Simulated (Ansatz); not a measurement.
`N[CH](F)[GeH3]` and `CSC(N)F` differ in one atom or group.

Ansatz, PBE0-D4/def2-TZVP geometries, multiplicity 1. Each molecule was computed in one conformer, which needn't be the lowest.

Scalar relativity is left out up to krypton.

```tsv
property	`N[CH](F)[GeH3]`
HOMO energy (PBE0/def2-TZVPP) / eV	-7.94
LUMO energy (PBE0/def2-TZVPP) / eV	0.72
size of the dipole moment (PBE/def2-TZVPP) / D	1.22
HOMO–LUMO gap (PBE0/def2-TZVPP) / eV	8.66
HOMO energy (ωB97M-V/def2-TZVPP) / eV	-10.29
size of the dipole moment (B3LYP/def2-TZVPP) / D	1.21
```

What does the change do to each property? (Best estimate.)

Computed: 
```
                                        property  `CSC(N)F`  shift
              HOMO energy (PBE0/def2-TZVPP) / eV      -6.69   1.25
              LUMO energy (PBE0/def2-TZVPP) / eV       0.63  -0.09
  size of the dipole moment (PBE/def2-TZVPP) / D       0.87  -0.35
            HOMO–LUMO gap (PBE0/def2-TZVPP) / eV       7.31  -1.35
           HOMO energy (ωB97M-V/def2-TZVPP) / eV      -8.93   1.36
size of the dipole moment (B3LYP/def2-TZVPP) / D       0.84  -0.37
```

With PBE0 the HOMO rises by 1.25 eV and the LUMO falls by 0.09 eV, so the gap narrows by about 1.34 eV. PBE moves the HOMO by 1.04 eV and ωB97M-V by 1.36 eV. Dipoles are sizes alone; their direction can turn.

B3LYP here is the variant with VWN-RPA as its local correlation; programs differ in this.
